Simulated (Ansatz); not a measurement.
Molecule: 1-ethenyl-1,3,2,4-diazadisiletidine, C₂H₈N₂Si₂, net charge 0, singlet state. SMILES: C=CN1[SiH2]N[SiH2]1
Coordinates optimised at B3LYP-D3(BJ)/def2-TZVP (Ansatz, a program for electronic structure):
```xyz
14

C      2.5368     0.9301     0.7979
C      1.6271    -0.0363     0.9364
N      0.4032    -0.1028     0.2950
Si    -0.9187    -1.2452     0.3204
N     -1.6988    -0.2005    -0.8177
Si    -0.3985     0.9455    -0.8577
H      2.3808     1.7783     0.1415
H      3.4660     0.8898     1.3458
H      1.8343    -0.8648     1.6083
H     -0.5766    -2.6045    -0.1651
H     -1.5864    -1.3960     1.6364
H     -2.5835    -0.2424    -1.2855
H      0.3017     1.0927    -2.1555
H     -0.7097     2.3031    -0.3512
```

Property: atomisation energy (electronic, to ground-state atoms), in kcal/mol. Cores are frozen in the correlated levels unless marked. UHF or UKS for open shells. Spin-orbit coupling is left out. No relativistic terms. The coupled-cluster limit lacks core correlation, which all-electron functionals hold. Basis-set limits of correlation are two-point, X^-3; Hartree-Fock from the larger set.

```
level                                                             program  atomisation energy (kcal/mol)
---------------------------------------------------------  --------------  -----------------------------
PBE0-D3(BJ)/def2-TZVP                                      Ansatz + dftd3                         1258.2
PBE0-D4/def2-TZVP                                          Ansatz + dftd4                         1258.0
PBE0/def2-QZVPP                                                    Ansatz                         1253.7
BHLYP-D3(BJ)/def2-TZVPD                                    Ansatz + dftd3                         1231.5
CAM-B3LYP-D4/def2-TZVPD                                    Ansatz + dftd4                            [?]
CCSD/cc-pV(D+d)Z                                                   Ansatz                         1121.5
CCSD(T) with core electrons (1s frozen past Ne)/cc-pwCVTZ          Ansatz                            [?]
CCSD(T)/CBS(cc-pV(T+d)Z,cc-pV(Q+d)Z)                               Ansatz                         1259.8
```

Question: Complete the blanks.

Answer: 
- CAM-B3LYP-D4/def2-TZVPD, atomisation energy (kcal/mol): 1267.3
- CCSD(T) with core electrons (1s frozen past Ne)/cc-pwCVTZ, atomisation energy (kcal/mol): 1225.8
